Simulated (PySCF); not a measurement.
Computed structure and properties of [TmOCl]−

System: [TmOCl]− (singlet in the valence; each metal's 4f electrons, 13 of them, lie in its core potential, out of spins and levels); start: template (Cs). Method: PySCF 2.14.0, RKS PBE0, Tm lcecp-0-SVP with ECP59, O def2-SVP, Cl def2-SVP; non-relativistic Hamiltonian with scalar-relativistic core potentials where named; density fitting; no spin-orbit coupling.

Input of the relaxation:

```python
mol = gto.M(atom='''
Tm     0.26926     0.00000    -0.23352
O      2.00516     0.00000     0.54338
Cl    -2.21794     0.00000     0.87958''',
    basis={'Tm': 'lcecp-0-SVP', 'O': 'def2-SVP', 'Cl': 'def2-SVP'},
    ecp={'Tm': 'lcecp-0-SVP'},
    charge=-1, spin=0)
mf = dft.RKS(mol, xc='PBE0')
mf.grids.atom_grid = (50, 194)  # f atoms: unpruned, at least (60, 302)
mf = mf.density_fit()  # fitting sets: Tm AutoAux, O def2-universal-JKFIT, Cl def2-universal-JKFIT
mf.conv_tol = 1e-08; mf.max_cycle = 55
mf.kernel(dm0)  # dm0: converged density of the start geometry
# quasi-Newton relaxation in Cartesian coordinates to a largest gradient under 0.00045 Eh/bohr, steps kept in the point group
```

Run from Python with OMP_NUM_THREADS=2; the lines above give its settings. Where DIIS fails, smearing, a level shift and second-order steps follow.
It took 9.9 s on 2 threads of Arm Neoverse V1, with other jobs on the host, from the converged density of the start.

Course of the relaxation:

| step | energy above end (eV) | largest force component within the symmetry (eV/Å) |
| --- | --- | --- |
| 0 | 0.1221 | 2.259 |
| 1 | 0.0150 | 0.681 |
| 2 | 0.0022 | 0.139 |
| 3 | 0.0011 | 0.039 |
| 4 | 0.0006 | 0.050 |
| 5 | 0.0002 | 0.063 |
| 6 | 0.0000 | 0.033 |
| 7 | 0.0000 | 0.007 |

Relaxed geometry (Cs):

```xyz
3

Tm    0.2370    0.0000   -0.2107
O     2.1023    0.0000    0.5314
Cl   -2.2828    0.0000    0.8687
```

| contact | Å |
| --- | --- |
| Tm1–O2 (O) | 2.007 |
| Tm1–Cl3 (Cl) | 2.741 |

On the finer grid (75, 302):

- HOMO: not given (4f levels lie in the core)
- LUMO: not given (4f levels lie in the core)
- Dipole about the centre of mass: 6.80 D
- Set of Mulliken populations of Tm1 outside the core potential: s 2.26, p 6.34, d 1.16, f 0.02
- D3(BJ) dispersion energy (not in the energies): -0.042 eV

```
atom  Mulliken (e)  Löwdin (e)  spin (e)
 Tm1          0.21       -0.03      0.00
  O2         -0.67       -0.62      0.00
 Cl3         -0.54       -0.34      0.00
```

The 4f levels lie in the core potential and are missing. The highest filled level lies above zero, as often for anions with such functionals and bases; it isn't the detachment energy.

On the grid (50, 194), as all that follows. Harmonic modes: a minimum; lowest 75 cm⁻¹ (negative: unstable), highest 592 cm⁻¹, zero-point energy 0.055 eV.

Rigid scan of O along the line from its metal:

```tsv
distance to O2 (Å)	energy (eV)
1.71	1.329
1.81	0.507
1.91	0.109
2.01	0.000
2.11	0.082
2.21	0.286
2.31	0.562
2.46	1.042
```

Taking off one Cl (charge -1, singlet; the rest: singlet) in vacuum, both parts rigid, costs 3.02 eV; the small basis without counterpoise inflates it.

Rigid scan of Cl along the line from its metal:

distance to Cl3 (Å), energy (eV) and a bar:
```
     2.44      0.351 #######
     2.54      0.137 ###
     2.64      0.030 #
     2.74      0.000 
     2.84      0.022 
     2.94      0.080 ##
     3.14      0.258 #####
     3.44      0.582 ############
     3.84      1.007 #####################
     4.34      1.452 ##############################
```

One start shape was tried, so this needn't be the lowest isomer.

An lcecp potential fixes the number of 4f electrons, so in runs with it no electron can move into or out of that shell.
